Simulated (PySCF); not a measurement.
## Polarisability and C₆ of S (sulfur, neutral)

[Ne] 3s2 3p4, high-spin 3P determinant. Calculation: PySCF 2.14, in aug-cc-pV(Q+d)Z with one added diffuse shell each of s, p, d, f, g type (8s7p6d4f3g, 114 functions); the non-relativistic Hamiltonian (point nucleus). Coupled (time-dependent) response in atomic units; α is the mean over directions.

| method | mean α (bohr³) | α xx, yy, zz | C₆ (like pair) | S(−4) |
| --- | --- | --- | --- | --- |
| UHF | 19.16 | 18.04, 21.39, 18.04 | 130.2 | 104.5 |
| PBE | 21.14 | 19.64, 24.15, 19.64 | 145.6 | 147.2 |
| PBE0 | 20.16 | 18.84, 22.79, 18.84 | 137.8 | 124.9 |
| M06 | 20.20 | 18.90, 22.81, 18.90 | 134.4 | 137.3 |

S(−4) is the Cauchy moment in α(ω) = α(0) + S(−4) ω² + …

Reference α: 19.4 ± 0.1 bohr³ (recommended; Schwerdtfeger and Nagle, table of static dipole polarizabilities (2023 update)). Published C₆: 134.0 (Chu and Dalgarno (2004); Tang, Norbeck and Certain (1976)).

α(iu) at M06:

| u (hartree) | α(iu) (bohr³) |
| --- | --- |
| 0 | 20.20 |
| 0.0500 | 19.87 |
| 0.100 | 18.96 |
| 0.200 | 16.23 |
| 0.300 | 13.36 |
| 0.500 | 8.873 |
| 0.750 | 5.560 |
| 1.00 | 3.725 |
| 1.50 | 1.975 |
| 2.00 | 1.224 |
| 3.00 | 0.6175 |
| 5.00 | 0.2659 |

A single London oscillator, α(iu) = α/(1 + u²/ω²), gives C₆ = (3/4) ω α². Matching the computed C₆ needs ω = 4 × 134.4 / (3 × 20.20²) = 0.439 hartree.

The components differ because the open shell of this determinant is not spherical; for a pure term their mean is the scalar polarisability.
